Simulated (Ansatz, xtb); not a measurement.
# FH4OSi2+: which of two isomers lies lower

Structure a is `F[SiH+]O[SiH3]`, a singlet and structure b is `F[SiH2]O[SiH2+]`, a singlet. Both are isolated ions in the gas phase, relaxed with B3LYP-D3(BJ)/def2-SVP; the shapes shown needn't be the lowest conformers.

a (Å):

```xyz
8

F     0.1321    2.3728    2.0265
O     1.8873    0.9632    0.5079
Si    1.4563    1.5352    1.8844
Si    2.0802    0.4632   -1.1807
H     2.2202    1.3476    3.1150
H     2.2234   -1.0032   -1.0852
H     3.3012    1.1768   -1.6058
H     0.8420    0.9166   -1.8468
```

b (Å):

```yaml
atoms:
  - { symbol: F, position_ang: [0.9821, -0.7640, -1.8756] }
  - { symbol: O, position_ang: [-0.0433, -1.2228, 0.4864] }
  - { symbol: Si, position_ang: [-0.3190, -1.4405, -1.2197] }
  - { symbol: Si, position_ang: [0.7488, -0.7393, 1.7602] }
  - { symbol: H, position_ang: [-0.3316, -2.8973, -1.4118] }
  - { symbol: H, position_ang: [-1.5363, -0.6671, -1.5015] }
  - { symbol: H, position_ang: [2.0389, -0.0460, 1.5956] }
  - { symbol: H, position_ang: [0.1367, -1.0167, 3.0689] }
```

Quicker runs give these differences E(b) − E(a): GFN2-xTB −0.466 eV; HF/STO-3G −0.031 eV (at GFN2-xTB geometries); r2SCAN-D4/def2-SVP −0.049 eV (at GFN2-xTB geometries).

**Question.** Estimate E(b) − E(a) at the level CCSD(T)/def2-TZVP.

**Answer.** Calculated at CCSD(T)/def2-TZVP: E(b) − E(a) = −0.105 eV, so structure b lies lower.

The same difference at several levels:

```json
{"level": "GFN2-xTB", "geometry": "GFN2-xTB", "E(b) − E(a) (eV)": "−0.466", "departure from the last row (eV)": "−0.361", "job, with rough time for the two": "optimisation, 0.26 s"}
{"level": "HF/STO-3G", "geometry": "GFN2-xTB", "E(b) − E(a) (eV)": "−0.031", "departure from the last row (eV)": "+0.075", "job, with rough time for the two": "single point, 0.34 s"}
{"level": "r2SCAN-D4/def2-SVP", "geometry": "GFN2-xTB", "E(b) − E(a) (eV)": "−0.049", "departure from the last row (eV)": "+0.056", "job, with rough time for the two": "single point, 2.5 s"}
{"level": "B3LYP-D3(BJ)/def2-SVP", "geometry": "B3LYP-D3(BJ)/def2-SVP", "E(b) − E(a) (eV)": "−0.128", "departure from the last row (eV)": "−0.023", "job, with rough time for the two": "optimisation, 54 s"}
{"level": "HF/def2-TZVP", "geometry": "B3LYP-D3(BJ)/def2-SVP", "E(b) − E(a) (eV)": "−0.182", "departure from the last row (eV)": "−0.077", "job, with rough time for the two": "part of the CCSD(T) run"}
{"level": "MP2/def2-TZVP", "geometry": "B3LYP-D3(BJ)/def2-SVP", "E(b) − E(a) (eV)": "−0.096", "departure from the last row (eV)": "+0.009", "job, with rough time for the two": "part of the CCSD(T) run"}
{"level": "CCSD(T)/def2-TZVP", "geometry": "B3LYP-D3(BJ)/def2-SVP", "E(b) − E(a) (eV)": "−0.105", "departure from the last row (eV)": "", "job, with rough time for the two": "single point, 52 s"}
```

As drawn, both hold the same kinds of bond in the same numbers.

None of the levels shown reverses the order. The largest departure from CCSD(T)/def2-TZVP is that of GFN2-xTB, 0.361 eV.

With harmonic frequencies from B3LYP-D3(BJ)/def2-SVP (ideal gas, rigid rotor, one conformer each, 298.15 K, 1 atm): on the last row, ΔE + ΔZPE = −0.103 eV. A mode under 50 cm⁻¹ makes harmonic enthalpies and free energies unreliable, so none is given.

The correlated steps freeze 12 core orbitals. Codes used: Ansatz 0.2.0, xtb 6.7.1; the last row on 2 threads of Intel(R) Xeon(R) Platinum 8259CL CPU @ 2.50GHz (Skylake/Cascade Lake) on a shared host.
